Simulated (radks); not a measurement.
Values are calculated unless marked as measured or tabulated.
Task: The mean radii <r> (bohr) of the occupied orbitals of an atom or ion are listed with their occupations. Level of theory: Dirac Kohn-Sham, PBEsol, spin-unpolarised, spherical densities, finite nucleus; Fermi nuclear charge, rms radius of each element as measured or else 0.836 A^(1/3) + 0.57 fm (a radial shooting solver on a logarithmic mesh with Libxc functionals).

| orbital | occ. | <r> |
|---|---|---|
| 1s1/2 | 2 | 0.02667 |
| 2s1/2 | 2 | 0.1142 |
| 2p1/2 | 2 | 0.09623 |
| 2p3/2 | 4 | 0.1020 |
| 3s1/2 | 2 | 0.3062 |
| 3p1/2 | 2 | 0.2963 |
| 3p3/2 | 4 | 0.3080 |
| 3d3/2 | 4 | 0.2788 |
| 3d5/2 | 6 | 0.2825 |
| 4s1/2 | 2 | 0.7165 |
| 4p1/2 | 2 | 0.7454 |
| 4p3/2 | 4 | 0.7732 |
| 4d3/2 | 4 | 0.8672 |
| 4d5/2 | 6 | 0.8779 |
| 5s1/2 | 2 | 1.751 |
| 5p1/2 | 2 | 1.968 |
| 5p3/2 | 1 | 2.039 |
| 7s1/2 | 1 | 7.348 |

Name the element and its charge. Open shells, if any, fill j = l - 1/2 first.

Result: Z = 54, xenon, charge +2: Xe2+ in [Kr] 4d10 5s2 5p3 7s1. The 1s radius gives Z: for a bare nucleus <r> = (2 gamma + 1)/(2Z) with gamma = sqrt(1 - (Z/c)^2), 0.02628 bohr for Z = 54, and screening makes it slightly larger (0.02667 here). The occupations add up to 52, and the charge is Z minus that.
